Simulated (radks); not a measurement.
Results of a calculation; reference values are marked as such.
How relativity changes the ionisation of the thulium ion Tm18+ ([Kr] 4d10 4f5) to Tm19+ ([Kr] 4d10 4f4). Spin-unpolarised spherical Kohn-Sham, PBE, point nucleus unless stated (finite: rms radius 5.2256 fm), a radial shooting solver on a logarithmic mesh with Libxc functionals. A level marked "c x" has the speed of light scaled by that factor and shares open shells by 2j + 1; other Dirac levels either fill j = l - 1/2 first or share by 2j + 1.

[
 {"level": "non-rel.", "E(Tm18+) (hartree)": "-12827.6507", "E(Tm19+) (hartree)": "-12811.1264", "IE (eV)": "449.65", "HOMO": "4f", "<r> HOMO (bohr)": "0.5442"},
 {"level": "scalar-rel.", "E(Tm18+) (hartree)": "-13450.7977", "E(Tm19+) (hartree)": "-13434.5009", "IE (eV)": "443.46", "HOMO": "4f", "<r> HOMO (bohr)": "0.5515"},
 {"level": "scalar-rel., finite nucleus", "E(Tm18+) (hartree)": "-13449.3355", "E(Tm19+) (hartree)": "-13433.0386", "IE (eV)": "443.46", "HOMO": "4f", "<r> HOMO (bohr)": "0.5515"},
 {"level": "Dirac, 2j+1 shares", "E(Tm18+) (hartree)": "-13465.4394", "E(Tm19+) (hartree)": "-13449.1473", "IE (eV)": "443.33", "HOMO": "4f7/2", "<r> HOMO (bohr)": "0.5533"},
 {"level": "Dirac, low j first", "E(Tm18+) (hartree)": "-13465.6530", "E(Tm19+) (hartree)": "-13449.3263", "IE (eV)": "444.27", "HOMO": "4f5/2", "<r> HOMO (bohr)": "0.5499"},
 {"level": "Dirac, 2j+1 shares, finite nucleus", "E(Tm18+) (hartree)": "-13463.9663", "E(Tm19+) (hartree)": "-13447.6741", "IE (eV)": "443.33", "HOMO": "4f7/2", "<r> HOMO (bohr)": "0.5533"},
 {"level": "Dirac, c x 0.75", "E(Tm18+) (hartree)": "-14115.5820", "E(Tm19+) (hartree)": "-14099.4714", "IE (eV)": "438.39", "HOMO": "4f7/2", "<r> HOMO (bohr)": "0.5611"},
 {"level": "Dirac, c x 1.25", "E(Tm18+) (hartree)": "-13215.7179", "E(Tm19+) (hartree)": "-13199.3420", "IE (eV)": "445.61", "HOMO": "4f7/2", "<r> HOMO (bohr)": "0.5499"},
 {"level": "Dirac, c x 5", "E(Tm18+) (hartree)": "-12850.1381", "E(Tm19+) (hartree)": "-12833.6231", "IE (eV)": "449.40", "HOMO": "4f7/2", "<r> HOMO (bohr)": "0.5446"}
]

NIST Atomic Spectra Database: 460 eV (theoretical). The relativistic part of the total energy of Tm18+ is -636.3 hartree (Dirac, 2j+1 shares, finite nucleus), 5 % of the non-relativistic value. Spin polarisation and multiplet splitting of open shells are left out at every level.

Beside tabulated values, note that relativity, absent from the non-relativistic runs, is large for the heavy elements, and spin-unpolarised runs miss the spin-polarisation part of the exchange energy of open shells.
